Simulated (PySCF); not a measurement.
Input for PySCF: R-M06-2X/6-31G* on Cl2H4Si (a complex), monomers drawn apart or pushed together.

```python
from pyscf import gto, scf, dft, mp
from pyscf.data.elements import chemcore

mol = gto.M(
    atom='''
    Cl   -0.31354082   -0.41778547    0.96919564
    H     0.58980264   -0.10066379    1.83216286
    Si   -0.45130418    0.44642222    5.14475411
    Cl    1.49952706    0.58285247    4.42971387
    H    -0.92361335   -0.92932487    4.91201129
    H    -1.27140863    1.42649441    4.41201355
    H    -0.41062299    0.75822985    6.58549422
    ''',
    basis='6-31g*',
    cart=True,
    charge=0, spin=0, verbose=3, max_memory=1800)
mf = dft.RKS(mol, xc='m062x')
mf.conv_tol = 1e-8
mf.max_cycle = 100
mf.kernel()
if not mf.converged:
    mf = mf.newton().run(mf.mo_coeff, mf.mo_occ)
```

**Question.** Give the final energy of this run.

**Answer.** -1212.2023 hartree.
